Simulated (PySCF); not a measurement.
[Hf(CH3)(Br)3] (charge 0, multiplicity 1)

The numbers are results of TPSSh-D3(BJ)/def2-TZVP // r2SCAN-D4/def2-SVP (PySCF 2.14.0), not measurements.

```json
{
  "HOMO": "-7.88 eV",
  "dipole_moment": "1.04 D",
  "HOMO–LUMO gap": "5.44 eV",
  "LUMO": "-2.44 eV",
  "charge on the central atom (Mulliken)": "1.17 e",
  "total_energy": "-7810.4164 Ha",
  "cost": "about 14 core-minutes (a rough figure)"
}
```

```xyz
8

Hf    -0.0019    -0.0024     0.0111
C     -0.3447    -0.4685     2.1039
H     -1.3882    -0.7951     2.2693
H     -0.1585     0.4161     2.7407
H      0.3254    -1.2805     2.4419
Br    -0.4857    -2.1289    -1.1969
Br     2.3894     0.6946    -0.0981
Br    -1.6093     1.8339    -0.4990
```
Charge 0, spin multiplicity 1.
